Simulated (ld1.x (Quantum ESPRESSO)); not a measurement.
u(r) = r·R(r): atom against pseudo-atom (carbon)

Columns: radius, all-electron u(r) and pseudo u(r) of the 2p shell (level -17.08 eV) of carbon in the configuration [He] 2s2 2p1; PW91, non-relativistic, ultrasoft scheme, ld1.x (Quantum ESPRESSO) 7.5.

| r (bohr) | all-electron | pseudo |
| --- | --- | --- |
| 0.105 | 0.0600 | 0.0118 |
| 0.210 | 0.1817 | 0.0464 |
| 0.315 | 0.3154 | 0.1012 |
| 0.420 | 0.4393 | 0.1723 |
| 0.525 | 0.5445 | 0.2547 |
| 0.630 | 0.6287 | 0.3427 |
| 0.735 | 0.6932 | 0.4306 |
| 0.840 | 0.7390 | 0.5128 |
| 0.945 | 0.7675 | 0.5847 |
| 1.050 | 0.7809 | 0.6426 |
| 1.155 | 0.7815 | 0.6845 |
| 1.260 | 0.7719 | 0.7094 |
| 1.365 | 0.7540 | 0.7181 |
| 1.470 | 0.7299 | 0.7122 |
| 1.575 | 0.7012 | 0.6944 |
| 1.680 | 0.6693 | 0.6678 |
| 1.785 | 0.6353 | 0.6355 |
| 1.890 | 0.6000 | 0.6003 |
| 1.995 | 0.5644 | 0.5644 |
| 2.100 | 0.5289 | 0.5289 |
| 2.205 | 0.4940 | 0.4940 |
| 2.310 | 0.4601 | 0.4601 |
| 2.415 | 0.4276 | 0.4276 |
| 2.520 | 0.3965 | 0.3965 |
| 2.625 | 0.3670 | 0.3670 |
| 2.730 | 0.3392 | 0.3392 |

Task: How many radial nodes do the two functions have?

Result: The all-electron 2p function has n − l − 1 = 0; the pseudo-wave has 0.

Task: At about which radius was the pseudo-wave matched?

Result: 2.10 bohr. The columns agree to 0.0005 from 1.78 bohr on; several derivatives are matched, so the curves merge somewhat inside the radius.

Task: Is the pseudo-wave norm-conserving?

Result: No, it belongs to an ultrasoft set: the norm inside the radius is not constrained, and the difference is carried by the augmentation charge.
